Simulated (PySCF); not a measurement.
**Mayer bond orders and bond lengths**

[ICl2]- (charge -1).
Structure used (PBE0-D3(BJ)/def2-SVP), in Å, numbered top down from 1:
```xyz
3
ICl2 angstrom
I      0.000    0.000    0.000
Cl    -0.020   -0.025    2.588
Cl     0.020    0.025   -2.588
```

Bond orders from the PBE0/pcSseg-1 (def2-TZVP on I) density (PySCF). Geometry: PBE0-D3(BJ)/def2-SVP; no solvent, vibrations or thermal averaging. Atoms past krypton carry effective core potentials; spin–orbit coupling is left out. The pcSseg-1 basis has no diffuse functions, a weakness for an anion.

Task: Set the Mayer orders of the bonds beside their lengths.

Result: 
```csv
bond,length (Å),Mayer order
I1–Cl2,2.588,0.644
I1–Cl3,2.588,0.644
```

Task: Sum the orders of all bonds at each heavy atom with more than one neighbour.

Result: I1 1.288. Orders between atoms that aren't bonded are not in these sums.

Mayer orders depend on the basis set.

These values come from a run that also computed NMR shieldings. The run took 4.7 s on one thread, Arm Neoverse V1, on a shared host.


## Bonding in TaSCl3

Species: TaSCl3 (singlet state).
Z-matrix (Å and degrees, PBE0-D3(BJ)/def2-SVP geometry), rows numbered from 1:
```
Ta
S   1  2.1398
Cl  1  2.2801  2  107.63
Cl  1  2.2822  2  107.20  3  -120.63
Cl  1  2.2824  2  108.45  3   118.84
```

Bond orders from the PBE0/pcSseg-1 (def2-TZVP on Ta) density (PySCF). Geometry: PBE0-D3(BJ)/def2-SVP; no solvent, vibrations or thermal averaging. Atoms past krypton carry effective core potentials; spin–orbit coupling is left out.

Problem. Give the Mayer order of every bond, beside its length.

Solution. 
```
   bond  length (Å)  Mayer order
 Ta1–S2       2.140        2.331
Ta1–Cl3       2.280        1.184
Ta1–Cl4       2.282        1.181
Ta1–Cl5       2.282        1.181
```

Problem. Sum the orders of all bonds at each heavy atom with more than one neighbour.

Solution. Ta1 5.877. Orders between atoms that aren't bonded are not in these sums.

Mayer orders depend on the basis set.

The run behind these numbers computed NMR shieldings as well. Time: 12 s wall. Hardware: Arm Neoverse V2, one thread (shared host).
